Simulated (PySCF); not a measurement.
Molecule: `CB(C)N`, C₂H₈BN.

Geometry:
```
atom   x (Å)   y (Å)   z (Å)
  C1   1.449  -0.344   0.193
  B2  -0.034   0.192   0.042
  C3  -1.242  -0.821  -0.114
  N4  -0.278   1.570   0.044
  H5   1.530  -1.028   1.055
  H6   1.730  -0.941  -0.691
  H7   2.205   0.448   0.318
  H8  -1.306  -1.480   0.769
  H9  -2.223  -0.338  -0.244
 H10  -1.077  -1.489  -0.976
 H11  -1.204   1.966  -0.050
 H12   0.452   2.262   0.147
```

Spin–spin couplings on one PBE0-D3(BJ)/def2-SVP geometry, PySCF, gas phase, non-relativistic, equivalent pairs averaged (spin–dipole term only in couplings to heteroatoms); isotopes 13C, 11B; basis pcJ-1.

Reference values (Hz): 1J(C1,B2) = 59.0 (measured; solution, C6D6; Z. Naturforsch. B 2015 (znb-2015-0040), 1J(13C,11B) in organoboranes and borates).

How do the couplings (Hz) change with the functional? Times are CPU seconds on shared hosts with different chips, so compare them loosely.

Results:


| functional | functions | 1J(C1,B2) | abs. error | core-s |
| --- | --- | --- | --- | --- |
| HF | 188 | 76.3 | 17.3 | 15 |
| LDA | 188 | 40.4 | 18.6 | 15 |
| PBE | 188 | 51.5 | 7.5 | 22 |
| KT2 | 188 | 41.9 | 17.1 | 22 |
| B3LYP | 188 | 57.1 | 1.9 | 11 |
| PBE0 | 188 | 54.8 | 4.2 | 23 |
| B97-2 | 188 | 57.5 | 1.5 | 23 |
| BHandHLYP | 188 | 63.6 | 4.6 | 26 |
| CAM-B3LYP | 188 | 56.1 | 2.9 | 33 |

Errors compare magnitudes, without vibrational corrections. Closest: B97-2; furthest: LDA.
